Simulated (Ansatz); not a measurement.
**Ligand exchange: C3H7ClMg + Si(CH3)2(OH)(SiH3) → C3H8MgO + Si(CH3)2(SiH3)Cl**

Species: C3H7ClMg `C[CH](C)[Mg][Cl]`, singlet; Si(CH3)2(OH)(SiH3), singlet; C3H8MgO `C[CH](C)[Mg][OH]`, singlet; Si(CH3)2(SiH3)Cl, singlet. The partners trade Cl for OH: Mg–Cl and Si–OH bonds give way to Mg–OH and Si–Cl.

Shapes, held fixed at every level: PBE0-D4/def2-TZVP. Flexible molecules stand in one conformer, not always the lowest. Programs: Ansatz 0.2.0. Electronic energies: no zero-point or thermal term.

```
             level                    kind  ΔE (kJ/mol)  less CCSD(T)/def2-TZVPP
     HF/def2-TZVPP            Hartree–Fock        +89.0                    +18.0
 PBE-D4/def2-TZVPP                     GGA        +65.0                     -6.0
PBE0-D4/def2-TZVPP           global hybrid        +69.9                     -1.1
wB97M-V/def2-TZVPP  range-separated hybrid        +69.6                     -1.4
wB97X-V/def2-TZVPP  range-separated hybrid        +70.2                     -0.8
    MP2/def2-TZVPP     perturbation theory        +64.4                     -6.6
   CCSD/def2-TZVPP   coupled cluster or CI        +72.8                     +1.8
CCSD(T)/def2-TZVPP   coupled cluster or CI        +71.0                      0.0
```

The highest level, CCSD(T)/def2-TZVPP, gives ΔE = +71.0 kJ/mol; the levels span +64.4 to +89.0. The column of differences is taken from that level and isn't an error. No measured value is set beside it here. Outer-core shells of Mg are correlated, in sets that cover them unevenly.
